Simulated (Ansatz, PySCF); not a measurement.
Noncovalent pair: HF (SMILES F) (first 2 atoms) with C2H3F (SMILES C=CF); geometry from B3LYP-D3(BJ)/def2-TZVP, rigid monomers moved along the line of their centres of mass till H2···F5 is 1.64 Å.
(charge 0, multiplicity 1):
```tsv
atom	x (Å)	y (Å)	z (Å)
F	-0.0997	-0.0549	-0.3070
H	0.0198	0.4426	0.4722
C	-0.2552	-1.1954	2.6934
C	0.0087	0.0591	2.9823
F	0.1708	1.0015	2.0045
H	-0.3562	-1.5406	1.6737
H	-0.3746	-1.9023	3.5011
H	0.1282	0.5017	3.9601
```

Interaction energies are E(AB) − E(A) − E(B) at the monomers' geometry in the complex; basis-set methods are counterpoise corrected.

Cores are frozen in the correlated methods.

Run with Ansatz (Gaussian basis) for Hartree–Fock, density functionals and correlated methods; PySCF for the dispersion terms. Each number belongs to the level named beside it.

One of these levels gives -17.6 kJ/mol for the interaction energy. Which one is it?
(A) r2SCAN-D3(BJ)/def2-TZVPPD
(B) PBE-D3(BJ)/def2-TZVPPD
(C) CCSD/aug-cc-pVDZ

B, PBE-D3(BJ)/def2-TZVPPD. The others give -19.7 (r2SCAN-D3(BJ)/def2-TZVPPD), -12.3 (CCSD/aug-cc-pVDZ)

Ansatz is an electronic-structure program.
